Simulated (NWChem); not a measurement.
# CH₆BNO; SMILES CNBO

```xyz
10

B     -0.6334     0.8139     0.0000
H     -1.7020     1.3817     0.0000
N     -0.6217    -0.5962     0.0000
C      0.5076    -1.4858     0.0000
H     -1.5205    -1.0609     0.0000
H      0.5334    -2.1377    -0.8911
H      0.5334    -2.1377     0.8911
H      1.4498    -0.9159     0.0000
O      0.4837     1.5982     0.0000
H      1.3088     1.1036     0.0000
```
Atoms are numbered in this order, from 1.

All runs: NWChem. All runs use the structure optimised with PBE0/def2-SVP. Ions are spin-unrestricted doublets at the neutral geometry; other ion states weren't tried. Functional: LC-ωPBE (HJS hole) with def2-SVP; rows give the range parameter ω in 1/bohr.

For range parameter (1/bohr) 0.25:

* **−ε(HOMO) (eV)**: 8.89

What are these values for range parameter (1/bohr) 0.20?


| Property | Result |
|---|---|
| −ε(HOMO) (eV) | 8.40 |
